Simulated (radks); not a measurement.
Q: The tin ion Sn+, 49 electrons, occupied as [Kr] 4d10 5s2 5p1. All-electron calculation, scalar-relativistic Kohn-Sham, LDA (Slater exchange, Perdew-Wang correlation), spin-unpolarised, spherical densities, finite nucleus; Fermi nuclear charge, rms radius 4.6519 fm. Program: a radial shooting solver on a logarithmic mesh with Libxc functionals. Some entries of the table are withheld. Estimate them.

orbital,occ.,eigenvalue (eV),r(max) (bohr),<r^2> (bohr^2)
1s,2,-28986.43,0.01880,0.001145
2s,2,-4383.743,0.1062,0.01861
2p,6,-3938.725,0.08496,0.01467
3s,2,-851.9230,0.3079,0.1321
3p,6,(1),0.3012,0.1327
3d,10,-481.7623,0.2508,0.1177
4s,2,(2),0.7449,0.7583
4p,6,(3),0.7876,0.8974
4d,10,-33.9331,0.8865,1.434
5s,2,-18.1567,1.976,5.974
5p,1,-10.5193,2.412,9.456

A: 
(1) 3p eigenvalue (eV): -706.4565
(2) 4s eigenvalue (eV): -141.7087
(3) 4p eigenvalue (eV): -97.6216
